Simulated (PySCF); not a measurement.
## Electron correlation in N⁺ (nitrogen, charge +1)

[He] 2s1 2p2 3d1, one real determinant (an excited configuration). Computed with PySCF 2.14 in dyall-av2z (11s7p2d, 42 functions), with the non-relativistic Hamiltonian (point nucleus). Frozen: 1s2; 4 electrons correlated; the 8 highest virtual orbitals of each spin left out.

| level | correlation energy (mhartree) |
| --- | --- |
| CCSD | -27.81 |
| (T) | -3.10 |
| CCSD(T) | -30.91 |

Diagnostics: T1 = 0.016, D1 = 0.0433, largest double amplitude 0.367.

The real determinant used has ⟨L²⟩ near 8 against 12 for a pure F term, so it mixes terms. The outer electron is Rydberg-like, and this basis confines it to a smaller radius and binds it less than a complete one would. A double-excitation amplitude exceeds 0.15, a sign of near-degeneracy.

Cost of the coupled-cluster step: roughly 0.4 core-seconds, for 4 correlated electrons.

The reference is one real determinant that mixes LS terms of this configuration.
